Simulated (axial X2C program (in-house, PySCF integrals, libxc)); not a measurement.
# ZrSn: cheaper levels and CCSD(T), two-component

All values were computed with an axial X2C code built on PySCF integrals. Two-component (2c) means X2C with spin–orbit coupling and atomic mean-field two-electron Coulomb and Gaunt terms. Basis: Sn dyall-cv3z [11s12p9d4f1g], Zr dyall-cv3z [11s12p9d6f3g] (cores contracted in-house); Gaussian nuclei, density fitting, unrestricted open shells. Masses: Sn 119.902 u, Zr 89.905 u.

State: Ω = 4 (⟨Sz⟩ = 2.00, ⟨Lz⟩ = 2.00 at HF); fragments Sn + Zr.

```
level  Re (Å)  ωe (cm⁻¹)
 PBE0   2.772      210.2
   HF   2.863      168.7
 CCSD   2.835      195.8
```

Correlated methods: 8 electrons correlated (number of frozen shells: Sn 4 s, 3 p, 2 d; Zr 4 s, 3 p, 1 d), 370 virtual spin orbitals or spinors in MP2, 90 natural virtuals in coupled cluster.

CCSD(T), same Hamiltonian and basis:

Re = 2.840 Å, ωe = 197.9 cm⁻¹; T1 = 0.071 (Lee–Taylor normalisation).

(1) Give the differences from CCSD(T) in the columns below.

The state is a single determinant with fixed occupations, the lowest that a limited PBE0 search found. De is not given where an atomic determinant may have missed its ground term or J level, or where the truncated virtual space spoils (T). Density functionals use the spin component along the axis (collinear). CCSD and (T) use frozen natural virtuals with an MP2 correction for the truncation; (T) itself is uncorrected, so its De runs slightly low. Other states lie close and PBE0, whose exact exchange favours high spin, may order them wrongly; the determinant shown need not be the ground state. The nearest other 2c determinant of the search, Ω = 2, lies 0.31 eV up at the distance of the search. The functionals have no current-density term, which raises determinants with orbital currents, atoms included. With several unpaired electrons one determinant need not be a pure state. The outer-core s and p shells of the metal are frozen in the correlated rows, which leaves out core–valence correlation; for alkali and alkaline-earth bonds that tends to lengthen them. Open-shell Ω = 0 determinants with evenly filled partner blocks cannot be reached by this program, so the Ω shown need not be the lowest component. The T1 diagnostic is large, a sign of multireference character. With the outer-core shells frozen, correlated bond lengths of heavy atoms tend to come out a few hundredths of an ångström too long.

Answers

(1) 

```
level  ΔRe (Å)  Δωe (cm⁻¹)
 PBE0   -0.068        12.3
   HF    0.023       -29.2
 CCSD   -0.005        -2.1
```
